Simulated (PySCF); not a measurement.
Si(OH)(OMe) (CH4O2Si), SMILES CO[Si]O (connectivity only; charge and spin as stated), neutral, multiplicity 1.

Geometry: r2SCAN-D4/def2-SVP. Other conformers were not sampled.

Method: CAM-B3LYP/def2-TZVPD (PySCF).

Gas-phase values at a fixed geometry.

Computed frontier levels, gap, dipole moment and polarisability:
```
Quantity                                                                                                        Value
---------------------------------------------------------------------------------------------  ----------------------
highest occupied level                                                                                       -8.54 eV
lowest empty level                                                                                           -0.25 eV
orbital gap                                                                                                   8.28 eV
dipole moment                                                                                               0.434 e·Å
quadrupole, principal values (traceless, Buckingham form, about the centre of nuclear charge)   -3.16, 1.32, 1.84 D·Å
mean static polarisability                                                                       52.3 bohr³ (7.75 Å³)
polarisability, principal values                                                               45.3, 49.4, 62.1 bohr³
```
